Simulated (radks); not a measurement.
The numbers below are computed, except where a source is named.
All-electron atom: Dy IV in [Xe] 4f9 (the NIST ground configuration).

Level of theory: Dirac Kohn-Sham, PBE, spin-unpolarised, spherical densities, finite nucleus; open shells fill j = l - 1/2 first; Fermi nuclear charge, rms radius 5.2218 fm (a radial shooting solver on a logarithmic mesh with Libxc functionals).

Energy parts (hartree):
part                       energy
total                 -12165.6190
kinetic                13342.8669
electron-nucleus      -29922.9554
Hartree                 4677.9127
exchange-correlation    -263.4431

Orbitals (lengths in bohr, moments of r in powers of bohr; <r^-3> diverges for s and p1/2; r(90%) holds 90 % of the orbital's charge):
| orbital | occ. | eigenvalue (hartree) | <r^-3> | <r> | <1/r> | r(90%) | small-component weight |
|---|---|---|---|---|---|---|---|
| 1s1/2 | 2 | -1970.586 | - | 0.02112 | 74.55 | 0.0382 | 6.07e-02 |
| 2s1/2 | 2 | -328.9724 | - | 0.08923 | 17.86 | 0.139 | 1.35e-02 |
| 2p1/2 | 2 | -312.9520 | - | 0.07438 | 17.84 | 0.123 | 1.35e-02 |
| 2p3/2 | 4 | -283.5468 | 11000 | 0.08144 | 15.62 | 0.132 | 1.25e-02 |
| 3s1/2 | 2 | -74.16800 | - | 0.2341 | 6.524 | 0.344 | 4.31e-03 |
| 3p1/2 | 2 | -67.17380 | - | 0.2238 | 6.440 | 0.336 | 4.25e-03 |
| 3p3/2 | 4 | -61.06793 | 2366 | 0.2372 | 5.876 | 0.355 | 3.96e-03 |
| 3d3/2 | 4 | -49.03777 | 400.2 | 0.2097 | 5.757 | 0.327 | 3.84e-03 |
| 3d5/2 | 6 | -47.70469 | 352.9 | 0.2138 | 5.618 | 0.333 | 3.75e-03 |
| 4s1/2 | 2 | -15.63203 | - | 0.5294 | 2.729 | 0.761 | 1.38e-03 |
| 4p1/2 | 2 | -12.87075 | - | 0.5398 | 2.622 | 0.786 | 1.30e-03 |
| 4p3/2 | 4 | -11.50255 | 531.1 | 0.5701 | 2.429 | 0.829 | 1.19e-03 |
| 4d3/2 | 4 | -6.95208 | 76.67 | 0.6017 | 2.210 | 0.904 | 1.02e-03 |
| 4d5/2 | 6 | -6.70357 | 66.55 | 0.6125 | 2.162 | 0.920 | 9.91e-04 |
| 4f5/2 | 6 | -1.28724 | 9.848 | 0.8011 | 1.630 | 1.37 | 6.06e-04 |
| 4f7/2 | 3 | -1.25254 | 9.463 | 0.8129 | 1.609 | 1.39 | 5.93e-04 |
| 5s1/2 | 2 | -2.87107 | - | 1.276 | 1.046 | 1.83 | 2.94e-04 |
| 5p1/2 | 2 | -2.10251 | - | 1.418 | 0.9297 | 2.07 | 2.37e-04 |
| 5p3/2 | 4 | -1.91305 | 72.70 | 1.507 | 0.8645 | 2.20 | 2.11e-04 |

The highest occupied level is 4f7/2 at -34.083 eV. The electron density at the nucleus is 7.403e+05 e/bohr^3.
